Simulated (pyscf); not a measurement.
Single points on ωB97X-D3(BJ)/def2-SVP structures (PySCF, gas phase).

SMILES: [SiH3][S][W]([Cl])([Cl])([Cl])([Cl])[Cl]
```xyz
11

Si    -0.1038     0.5361     0.6970
S     -1.7099    -0.6751    -0.1195
W     -1.3125    -1.0736    -2.3584
Cl     0.6332    -2.1976    -1.8329
Cl    -2.5713    -2.9486    -2.1383
Cl    -3.1620     0.0242    -3.1364
Cl    -0.7253    -1.5089    -4.5504
Cl    -0.1470     0.9210    -2.4579
H     -0.2345     0.3689     2.1674
H     -0.3331     1.9459     0.3015
H      1.1788    -0.0154     0.1994
```

**Question.** How much does it cost (ΔH, 298 K, ωB97M-D3(BJ)/def2-TZVP) to split H₃Si–S–W(Cl)(Cl)(Cl)(Cl)–Cl at its S–W bond into H₃Si–S• + [Cl–W(Cl)(Cl)(Cl)–Cl]•?

**Answer.** S–W to H₃Si–S• + [Cl–W(Cl)(Cl)(Cl)–Cl]•: 107.2 kJ/mol. The 7 functionals that were run give +94.6 (M06-2X) to +163.1 kJ/mol (PBE). The radicals are drawn with the spin at the cut bond; how far it spreads was not checked. Other isomers of H₃Si–S• were not searched in full and may lie lower. Open-shell species with a d-block atom are single-reference here; other states, and whether the spin sits on metal or ligand, were not checked. Elements past Kr carry the def2 core potentials, without spin-orbit coupling.
